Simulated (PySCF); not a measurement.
F2HOS, SMILES [OH+]=S(F)F, charge +1. Heavy atoms are numbered as in [OH+:1]=[S:2]([F:3])[F:4]. Hydrogens are named by the atom that carries them.

Coordinates come from a B3LYP-D3(BJ)/def2-SVP optimisation. The isomer is the one that the SMILES or the coordinates give; other isomers of the formula were not compared.

The numbers are results of PySCF with PBE0/pcSseg-2, not measurements.

GIAO shieldings, no solvent; atoms alike by connectivity are averaged. δ = σ(ref) − σ: ¹⁷O against H2O (σ = 327.8 ppm); ³³S against H2S (σ = 711.3 ppm); ¹⁹F against CFCl3 (σ = 165.8 ppm); ¹H against TMS (σ = 31.54 ppm), references at their B3LYP-D3(BJ)/def2-TZVP geometries, non-relativistic.

Task: Estimate the chemical shifts. (An estimate is asked for; the answer gives what the named calculation found.)

Result: 
```tsv
nucleus	atoms	count	δ (ppm)
¹⁷O	O1 (OH)	1	204.9
³³S	S2	1	793.7
¹⁹F	F3	2	64.6
¹H	H on O1	1	9.28
```
